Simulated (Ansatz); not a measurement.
Reaction (ligand exchange at a B–C bond): `CB[CH](F)[AlH2]` + `C=N` → `C=NBC` + `F[CH2][AlH2]`

Calculated with Ansatz (gas phase, PBE0-D4/def2-TZVP geometries, no zero-point term in ΔE). CCSD(T)/CBS is the MP2 limit (def2-TZVPP, def2-QZVPP) plus CCSD(T) − MP2 in def2-TZVPP, frozen cores. This one scheme is used for every species. Functionals use def2-TZVPP. B3LYP here is the variant with VWN-RPA as its local correlation; programs differ in this. Each species was taken in one conformer, which may not be the lowest.

```tsv
level	ΔE (kcal/mol)	difference from CCSD(T)/CBS
r2SCAN-D4	-18.1	-0.4
B3LYP-D4	-22.6	-4.9
B2PLYP	-22.0	-4.3
B3LYP	-24.5	-6.8
MP2/def2-TZVPP	-17.7	0.0
CCSD/def2-TZVPP	-19.2	-1.5
HF/def2-QZVPP	-28.1	-10.4
SCS-MP2/def2-QZVPP	-19.7	-2.0
MP2/CBS(def2)	-17.8	-0.1
CCSD/CBS(def2)	-19.4	-1.7
CCSD(T)/CBS	-17.7	0
```

Largest T1 diagnostic among the species: 0.014.

In def2-TZVPP, CCSD(T) changes the Hartree–Fock value by +10.6 kcal/mol (the triples alone add +1.7 kcal/mol) and MP2 by +10.4 kcal/mol. The D4 term adds +1.9 kcal/mol with B3LYP and +1.0 kcal/mol with PBE0; it sums over pairs of atoms, weighted by their polarisabilities, and B3LYP, whose exchange is more repulsive, gets the larger term.
